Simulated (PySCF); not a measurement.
Work out the structure from these simulated measurements.

Formula: C6H17NSi.

| Item | Value |
| --- | --- |
| Triplet | lowest triplet excitation (Tamm–Dancoff): 5.49 eV [TDA B3LYP/def2-SVPD] |
| XPS | Si2p3/2 106.1, C1s 289.7 (×2), C1s 290.2 (×3), C1s 291.3, N1s 403.7, Si1s 1846.0 eV [ΔSCF SCAN, pcX-2 on the ionised atom, pcseg-1 elsewhere, spin-free X2C, 2p3/2 from a spin–orbit splitting computed afterwards within the 2p shell] |
| 1H NMR | chemical shifts (computed TMS as zero) by class: 4.98 (1 H), 1.16 (9 H), 0.08 (6 H), -0.27 (1 H) ppm [GIAO B3LYP/pcSseg-1] |
| 13C NMR | chemical shifts (computed TMS as zero) by class: 50.7 (1 C), 35.0 (3 C), 0.7 (2 C) ppm [GIAO B3LYP/pcSseg-1] |
| Dipole | 0.62 D [B3LYP/def2-SVPD] |
| Rotational structure | rotational constants A, B, C: 2.537, 0.996, 0.882 GHz [PBE0-D3(BJ)/def2-SVP] |

Gas-phase values; electronic properties from PySCF, density fitting. Levels stand in brackets. The structure is a single PBE0-D3(BJ)/def2-SVP conformer in the gas phase; no vibrational or solvent corrections. NMR classes are plain means over equivalent atoms (diastereotopic ones count apart unless rotation or inversion swaps them), as if these changed places fast.

Problem. Give a SMILES that accounts for the data.

Solution. 6 carbons fall into 3 classes; from least to most shielded: carbon bonded to 3 C and N (50.7 ppm), carbon bonded to C and 3 H (35.0 ppm, 3 C, up to 5.5 ppm apart in this geometry), carbon bonded to Si and 3 H (0.7 ppm, 2 C, up to 6.9 ppm apart in this geometry). Hydrogen classes from least to most shielded: 1 H on a silicon bonded to 2 C, N and H (4.98 ppm), 9 H on 3 like atoms (carbon bonded to C and 3 H) (1.16 ppm, a mean of values up to 0.7 ppm apart in this geometry), 6 H on 2 like atoms (carbon bonded to Si and 3 H) (0.08 ppm, a mean of values up to 0.5 ppm apart in this geometry), 1 H on a nitrogen bonded to C, Si and H (-0.27 ppm). The core levels belong to: Si2p3/2 106.1 eV, silicon bonded to 2 C, N and H; C1s 289.7 eV, carbon bonded to Si and 3 H; C1s 290.2 eV, carbon bonded to C and 3 H; C1s 291.3 eV, carbon bonded to 3 C and N; N1s 403.7 eV, nitrogen bonded to C, Si and H; Si1s 1846.0 eV, silicon bonded to 2 C, N and H. One atom of each topological class was ionised and stands for its class. The optimised geometry has point group C1 and is an asymmetric top. Structure: SiHMe2(NHtBu), `[H][Si](C)(C)NC(C)(C)C`. Computed isomers that give other values at the same levels: `CC(C)N([SiH3])C(C)C` (rotational constant A: 1.719 GHz; this holds for the one conformer computed); `CN([SiH3])CC(C)(C)C` (smallest rotational constant: 0.928 GHz; this holds for the one conformer computed); `[H][Si](C)(C)N(CC)CC` (13C chemical shifts (computed TMS as zero) by class: 42.8 (2 C), 16.3 (2 C), -1.5 (2 C) ppm). The assignments are read from this structure; whether some other isomer fits the data as well wasn't checked.
